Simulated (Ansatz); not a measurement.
`[NH2][GeH]([Br])[Br]` → HBr + `[NH2][Ge][Br]` at 400 K and 1 bar (germylene formation by 1,1-elimination).

Program: Ansatz. Geometries: PBE0-D4/def2-TZVP. ΔE: electronic, gas phase. CBS: MP2 limit from def2 TZ/QZ plus the TZ coupled-cluster correction, frozen cores. For Br, Ge outer-core shells are correlated without core-valence functions, which leaves a few kJ/mol of doubt a bond. Scalar relativity is left out up to krypton. Each species was taken in one conformer, which may not be the lowest.

| species | CCSD(T)/CBS energy (Eh) | H − E (kJ/mol) | S (J/(mol·K)) |
| --- | --- | --- | --- |
| `[NH2][GeH]([Br])[Br]` | -7279.36054 | 125.2 | 396.0 |
| HBr | -2573.91920 | 27.6 | 207.2 |
| `[NH2][Ge][Br]` | -4705.39826 | 91.3 | 328.8 |

H − E and S are ideal-gas, rigid-rotor, harmonic terms from PBE0-D4/def2-TZVP, for one conformer and one mirror image of each species. 1 Eh = 2625.50 kJ/mol, R = 8.31446 J/(mol·K).

Task: By hand: ΔE, ΔH, ΔS and ΔG.

Result: ΔE = (-2573.91920) + (-4705.39826) − (-7279.36054) = 0.04308 Eh = 113.1 kJ/mol. Δ(H − E) = 27.6 + 91.3 − 125.2 = -6.3, so ΔH = 106.8 kJ/mol. ΔS = 207.2 + 328.8 − 396.0 = 140.0 J/(mol·K). ΔG = 106.8 − 400 × (140.0)/1000 = 50.8 kJ/mol.

Task: By hand: the equilibrium constant, and the temperature at which ΔG would vanish if ΔH and ΔS stayed fixed.

Result: log₁₀ K = −ΔG/(RT ln 10) = -6.6. ΔG = 0 at ΔH/ΔS = 763 K.

The number of gas molecules changes by +1, which sets the sign of ΔS. A doubt of 5 kJ/mol in ΔE shifts log₁₀ K by 0.7 here. Other conformers and mirror images would add mixing entropy, several J/(mol·K) or more a flexible species. These are equilibria of isolated gas molecules and say nothing of rates. Largest T1 diagnostic: 0.012 (customary marks: 0.02 for closed shells, 0.045 for open ones).
